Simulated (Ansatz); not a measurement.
The cluster Sn3S2, 5 atoms. Hardware: 4 threads of Arm Neoverse V1 on a shared host.

In the def2 sets Sn takes a core potential; there is no spin–orbit coupling. Correlated methods freeze 22 core orbitals; core or outer-core shells of Sn are correlated, in sets that lack core-valence functions.

(1) How many basis functions does each of these Ansatz runs have, and roughly what does it cost? MP2/def2-TZVP, charge 0 singlet, energy, from earlier orbitals; PBE-D4/def2-SVP, charge 0 singlet, energy, from earlier orbitals; r2SCAN-D4/def2-TZVP, charge 0 singlet, energy, from earlier orbitals; CCSD(T)/def2-SVP, charge 0 singlet, energy, from earlier orbitals; revPBE-D4/def2-TZVP, charge 0 singlet, energy, from earlier orbitals; PBE0-D4/def2-SVP, charge 0 singlet, energy, from earlier orbitals; r2SCAN-D4/def2-SVP, charge 0 singlet, relaxation, 6 steps; ωB97X-V/def2-TZVP, charge 0 singlet, energy, from earlier orbitals; PBE0-D4/def2-TZVP, charge 0 singlet, energy, from earlier orbitals; PBE-D4/def2-TZVP, charge 0 singlet, energy and forces, from earlier orbitals; B97M-V/def2-TZVP, charge 0 singlet, energy, from earlier orbitals.

## Answers

(1) Other jobs shared the machine, so times can vary by a factor of up to 3. A dash marks memory too small to be measured apart from the calling script's.

| run | functions | fitting or Cholesky vectors | wall time | peak host memory (GiB) |
| --- | --- | --- | --- | --- |
| PBE-D4/def2-SVP, charge 0 singlet, energy, from earlier orbitals | 114 | 1283 | 1.6 s | – |
| PBE0-D4/def2-SVP, charge 0 singlet, energy, from earlier orbitals | 114 | 1342 | 2.5 s | – |
| revPBE-D4/def2-TZVP, charge 0 singlet, energy, from earlier orbitals | 224 | 1686 | 3.5 s | – |
| PBE-D4/def2-TZVP, charge 0 singlet, energy and forces, from earlier orbitals | 224 | 1686 | 4.2 s | – |
| PBE0-D4/def2-TZVP, charge 0 singlet, energy, from earlier orbitals | 224 | 1925 | 8.5 s | 0.96 |
| MP2/def2-TZVP, charge 0 singlet, energy, from earlier orbitals | 224 | 1880 | 9 s | 0.79 |
| r2SCAN-D4/def2-TZVP, charge 0 singlet, energy, from earlier orbitals | 224 | 1686 | 10 s | – |
| ωB97X-V/def2-TZVP, charge 0 singlet, energy, from earlier orbitals | 224 | 1838 | 15 s | 1.1 |
| B97M-V/def2-TZVP, charge 0 singlet, energy, from earlier orbitals | 224 | 1686 | 16 s | – |
| CCSD(T)/def2-SVP, charge 0 singlet, energy, from earlier orbitals | 114 | 1342 | 16 s | 0.64 |
| r2SCAN-D4/def2-SVP, charge 0 singlet, relaxation, 6 steps | 114 | 1283 | 16 s | – |
